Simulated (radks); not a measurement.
Spherical quantum dot in the effective-mass picture: electrons in a hard-walled sphere of radius 3.02, all in effective atomic units (hartree* = m*/eps^2 hartree, bohr* = eps/m* bohr), one dielectric constant everywhere. Calculated with a radial shooting solver with Libxc functionals: non-relativistic Kohn-Sham, exchange-only LDA, spin-polarised, spherical densities. Levels are named by radial order and angular momentum (1s, 1p, 1d, 2s, ...), and open shells are averaged over m. Results are scaled to m* = 0.054 and eps = 15.3, for which hartree* = 6.277 meV and bohr* = 14.99 nm. Each electron was tried in the lowest free levels, single moves between levels near the top were tried too, and the lowest total energy was kept; such a search can miss a lower state. At N = 1 the Hartree and exchange-correlation terms need not cancel, so that row can carry a self-interaction error.

| N | open shells | 2S | E (meV) | mu = E(N) - E(N-1) (meV) | addition energy mu(N+1) - mu(N) (meV) | e(HOMO) (meV) | rms radius (nm) |
|---|---|---|---|---|---|---|---|
| 1 | 1s(up 1, down 0) | 1 | 3.64487 | 3.6449 | 3.593 | 4.9504 | 24.30 |
| 2 | none | 0 | 10.8828 | 7.2379 | 5.636 | 8.4526 | 25.20 |
| 3 | 1p(up 1, down 0) | 1 | 23.7568 | 12.874 | 2.585 | 14.146 | 26.73 |
| 4 | 1p(up 2, down 0) | 2 | 39.2163 | 15.459 | 2.661 | 16.783 | 27.58 |
| 5 | 1p(up 3, down 0) | 3 | 57.3369 | 18.121 | 3.644 | 19.461 | 28.17 |
| 6 | 1p(up 3, down 1) | 2 | 79.1014 | 21.765 | 2.489 | 22.988 | 28.64 |
| 7 | 1p(up 3, down 2) | 1 | 103.355 | 24.254 | 2.572 | 25.532 | 29.02 |
| 8 | none | 0 | 130.181 | 26.826 | 6.309 | 28.125 | 29.34 |
| 9 | 1d(up 1, down 0) | 1 | 163.316 | 33.135 | 2.512 | 34.387 | 29.77 |
| 10 | 1d(up 2, down 0) | 2 | 198.963 | 35.647 | 2.530 | 36.910 | 30.12 |
| 11 | 1d(up 3, down 0) | 3 | 237.140 | 38.177 | 2.539 | 39.445 | 30.41 |
| 12 | 1d(up 4, down 0) | 4 | 277.857 | 40.716 | 2.545 | 41.988 | 30.68 |
| 13 | 1d(up 5, down 0) | 5 | 321.118 | 43.261 | 3.416 | 44.535 | 30.91 |
| 14 | 1d(up 5, down 1) | 4 | 367.795 | 46.677 | 2.463 | 47.904 | 31.12 |
| 15 | 1d(up 5, down 2) | 3 | 416.935 | 49.140 | 2.482 | 50.378 | 31.31 |
| 16 | 1d(up 5, down 3) | 2 | 468.556 | 51.621 | 2.494 | 52.867 | 31.48 |
| 17 | 1d(up 5, down 4) | 1 | 522.671 | 54.115 | 2.501 | 55.364 | 31.64 |
| 18 | none | 0 | 579.287 | 56.616 | 6.954 | 57.868 | 31.79 |
| 19 | 1f(up 1, down 0) | 1 | 642.857 | 63.570 | 2.455 | 64.797 | 31.97 |
| 20 | 1f(up 2, down 0) | 2 | 708.882 | 66.025 | 2.460 | 67.254 | 32.13 |
| 21 | 1f(up 3, down 0) | 3 | 777.367 | 68.484 | 2.463 | 69.715 | 32.28 |
| 22 | 1f(up 4, down 0) | 4 | 848.314 | 70.947 | 2.465 | 72.180 | 32.42 |
| 23 | 1f(up 5, down 0) | 5 | 921.727 | 73.413 | 2.467 | 74.646 | 32.55 |
| 24 | 1f(up 6, down 0) | 6 | 997.606 | 75.880 | 2.468 | 77.113 | 32.67 |
| 25 | 1f(up 7, down 0) | 7 | 1075.95 | 78.347 | 3.268 | 79.581 | 32.79 |
| 26 | 1f(up 7, down 1) | 6 | 1157.57 | 81.615 | 2.425 | 82.826 | 32.90 |
| 27 | 1f(up 7, down 2) | 5 | 1241.61 | 84.040 | 2.430 | 85.254 | 33.00 |
| 28 | 1f(up 7, down 3) | 4 | 1328.08 | 86.470 | 2.434 | 87.686 | 33.10 |
| 29 | 1f(up 7, down 4) | 3 | 1416.98 | 88.904 | 2.437 | 90.122 | 33.19 |
| 30 | 1f(up 7, down 5) | 2 | 1508.32 | 91.341 | 2.440 | 92.561 | 33.28 |
| 31 | 1f(up 7, down 6) | 1 | 1602.10 | 93.781 | 2.441 | 95.001 | 33.37 |
| 32 | none | 0 | 1698.33 | 96.222 | 5.606 | 97.443 | 33.45 |
| 33 | 2s(up 1, down 0) | 1 | 1800.15 | 101.83 | 3.932 | 103.42 | 33.32 |
| 34 | none | 0 | 1905.91 | 105.76 | 3.237 | 107.30 | 33.20 |
| 35 | 1g(up 1, down 0) | 1 | 2014.91 | 109.00 | 2.408 | 110.20 | 33.30 |
| 36 | 1g(up 2, down 0) | 2 | 2126.32 | 111.41 | 2.409 | 112.61 | 33.39 |
| 37 | 1g(up 3, down 0) | 3 | 2240.13 | 113.81 | 2.410 | 115.02 | 33.48 |
| 38 | 1g(up 4, down 0) | 4 | 2356.36 | 116.22 | 2.275 | 117.59 | 33.56 |
| 39 | 2s(up 1, down 0) 1g(up 6, down 0) | 7 | 2474.86 | 118.50 | 2.397 | 119.69 | 33.83 |
| 40 | 2s(up 1, down 0) 1g(up 7, down 0) | 8 | 2595.75 | 120.90 | 2.415 | 122.10 | 33.90 |
| 41 | 2s(up 1, down 0) 1g(up 8, down 0) | 9 | 2719.06 | 123.31 | 2.415 | 124.52 | 33.97 |
| 42 | 2s(up 1, down 0) 1g(up 9, down 0) | 10 | 2844.79 | 125.73 | 3.137 | 126.93 | 34.04 |
| 43 | 1g(up 9, down 0) | 9 | 2973.65 | 128.86 | - | 130.40 | 33.93 |

All shells are closed at N = 2, 8, 18, 32, 34 (there: 1s2 1p6 1d10 2s2 1f14); the second difference of the energy has clear peaks (12 % above both neighbours; the first and last values, which can be the largest, are not judged, and half-filled shells can peak too) at N = 2, 5, 8, 13, 18, 25, 32.
